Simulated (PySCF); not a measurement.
C₄H₁₃AlFN.
Atom-mapped SMILES: `[CH3:1][N+:2]([CH3:3])([CH3:4])[AlH2-:5][CH2:6][F:7]` (hydrogens: H8, H9, H10 on C1; H11, H12, H13 on C3; H14, H15, H16 on C4; H17, H18 on Al5; H19, H20 on C6)

Method: PySCF 2.14.0, PBE0-D3(BJ)/def2-SVP geometry optimisation, gas phase.

Problem. What internal coordinates does the optimisation give?

Solution. 
```csv
bond,length (pm),order
"C1–N2, N2–C3, N2–C4",146.7,single
N2–Al5,208.6,single
Al5–C6,200.7,single
C6–F7,140.2,single
C1–H8 and 8 like bonds,110.0,single
"Al5–H17, Al5–H18",160.7,single
"C6–H19, C6–H20",110.8,single
```

Bonds in one row agree within 1 pm and their mean is given. Orders are formal, as drawn. A selection of angles:
```csv
angle,degrees
N2–C1–H8,109.7
N2–C1–H9,110.9
H8–C1–H9,108.9
H8–C1–H10,108.5
C1–N2–C3,110.3
C1–N2–C4,110.7
C1–N2–Al5,109.2
C3–N2–Al5,106.9
N2–Al5–C6,103.7
N2–Al5–H17,99.0
C6–Al5–H17,115.8
H17–Al5–H18,118.6
Al5–C6–F7,105.6
Al5–C6–H19,115.3
F7–C6–H19,107.3
H19–C6–H20,105.7
```

Torsions: C1–N2–Al5–C6 62° (synclinal); N2–Al5–C6–F7 -178° (antiperiplanar). The mirror-image conformer, all signs reversed, is as good.

Al5 (aluminium bonded to C, N and 2 H) is distorted tetrahedral (angles from 99.0° to 118.6°). Of the pairs four or more bonds apart, H8···H16 is among the closest relative to their van der Waals radii: 2.41 Å, 100 % of the sum of Bondi's values. N2 (nitrogen bonded to Al and 3 C) is tetrahedral (angles from 106.9° to 110.7°). All 3 C–N bonds measure 1.467 to 1.468 Å.

Point group: near Cs, missed by 0.12 Å at most; the miss may be what the optimiser left on a soft mode. No PBE0-D3(BJ)/def2-SVP frequencies stand behind this structure, so it isn't proved a minimum. One conformer, not necessarily the lowest.

Time: 3.9 min wall; peak memory 0.80 GiB. Hardware: one thread, Arm Neoverse V2 (aarch64), no GPU, shared host with 96 logical CPUs at a one-minute load of 46. This is the geometry optimisation.
